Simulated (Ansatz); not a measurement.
Molecule: CCuO (charge +1, singlet). 
Structure (B3LYP-D3(BJ)/def2-TZVP (Ansatz, a program for electronic structure) minimum search):
SMILES: O=[C+][Cu]
```xyz
3

Cu     0.0000     0.0000    -0.8280
C      0.0000     0.0000     1.0785
O      0.0000     0.0000     2.1926
```
Charge +1, spin multiplicity 1.

Total electronic energies in hartree. Valence correlation only, unless marked. No spin-orbit coupling. Frozen are the shells of the preceding noble gas and the d and f shells that filled before the atom's block. Non-relativistic. CBS(X,Y): correlation extrapolated as X^-3; Hartree-Fock from the larger set. The bracket is a focal-point correction in the basis named. The program attaches cautions to a run behind HF/STO-3G: other roots. The program attaches cautions to a run behind SCS-MP2/STO-3G: other roots. The program attaches cautions to a run behind CCSD(T)/STO-3G: other roots.

```tsv
level	program	energy (Eh)
HF/STO-3G	Ansatz	-1731.31963
HF/def2-SVPD	Ansatz	-1751.13238
RI-HF/def2-TZVPP	Ansatz	-1751.49120
BLYP-D4/def2-TZVPD	Ansatz + dftd4	-1753.71126
BLYP/def2-TZVPD	Ansatz	-1753.70808
r2SCAN/def2-TZVPD	Ansatz	…
B97M-V/def2-TZVPD	Ansatz	-1753.25664
PBE0/6-31G*	Ansatz	-1752.88150
HSE06/def2-TZVPD	Ansatz	-1753.24259
CAM-B3LYP-D3(BJ)/def2-TZVPD	Ansatz + dftd3	-1753.68222
LC-wPBE/def2-TZVPD	Ansatz	-1753.33347
wB97X-V/def2-TZVPD	Ansatz	…
B2GP-PLYP/def2-TZVPD	Ansatz	-1753.11042
MP2/6-31G	Ansatz	-1751.51826
MP2/def2-TZVPPD	Ansatz	-1752.33346
SCS-MP2/STO-3G	Ansatz	-1731.49819
SCS-MP2/def2-QZVPP	Ansatz	-1752.36208
SCS-MP2/def2-QZVPPD	Ansatz	-1752.36247
CCSD/def2-QZVPPD	Ansatz	-1752.35627
CCSD(T)/STO-3G	Ansatz	-1731.60010
CCSD(T)/def2-SVP	Ansatz	-1751.70133
RI-MP2/CBS(def2-TZVPP,def2-QZVPP)+[CCSD(T)-MP2]/def2-QZVPP	Ansatz	-1752.4338
CCSD(T)/CBS(def2-TZVPPD,def2-QZVPPD)	Ansatz	-1752.4319
```

Problem. Fill in the missing entries.

Solution. 
- r2SCAN/def2-TZVPD, energy (Eh): -1753.54520
- wB97X-V/def2-TZVPD, energy (Eh): -1753.42789
